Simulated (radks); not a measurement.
The mean radii <r> (bohr) of the occupied orbitals of an atom or ion are listed with their occupations. All-electron calculation, scalar-relativistic Kohn-Sham, PBE, spin-unpolarised, spherical densities, point nucleus. Program: a radial shooting solver on a logarithmic mesh with Libxc functionals.

orbital  occ.      <r>
1s          2  0.03185
2s          2   0.1379
2p          6   0.1202
3s          2   0.3649
3p          6   0.3604
3d          7   0.3307

Name the element and its charge.

Answer. Z = 46, palladium, charge +21: Pd21+ in [Ar] 3d7. The 1s radius gives Z: for a bare nucleus <r> = (2 gamma + 1)/(2Z) with gamma = sqrt(1 - (Z/c)^2), 0.03135 bohr for Z = 46, and screening makes it slightly larger (0.03185 here). The occupations add up to 25, and the charge is Z minus that.
